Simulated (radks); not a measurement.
Values are calculated unless marked as measured or tabulated.
Ionisation of neutral titanium, [Ar] 3d2 4s2, to Ti+, [Ar] 3d2 4s1, under several functionals. Dirac Kohn-Sham, spin-unpolarised, spherical densities, point nucleus; open shells are shared between the two j in proportion to 2j + 1; a radial shooting solver on a logarithmic mesh with Libxc functionals.

| functional | E(Ti) (hartree) | Exc (hartree) | IE (eV) | -e(HOMO) (eV) | <r> HOMO (bohr) | IE error (eV) |
|---|---|---|---|---|---|---|
| LDA (Slater exchange, VWN5 correlation) | -851.74108 | -40.06484 | 7.528 | 4.449 | 1.613 | +0.699 |
| exchange-only B88 | -852.89773 | -41.24348 | 6.729 | 3.415 | 1.645 | -0.099 |
| BLYP | -853.84157 | -42.21314 | 7.287 | 4.119 | 1.620 | +0.459 |

NIST Atomic Spectra Database: 6.828 eV (measured). Closest: exchange-only B88. The Delta-SCF values span 0.80 eV, the total energies 2.10 hartree. The highest occupied level is 3d5/2. Spin polarisation and multiplet splitting are left out, so open shells lie too high by an amount that depends on their filling.

Beside tabulated values, note that spin-unpolarised runs miss the spin-polarisation part of the exchange energy of open shells.
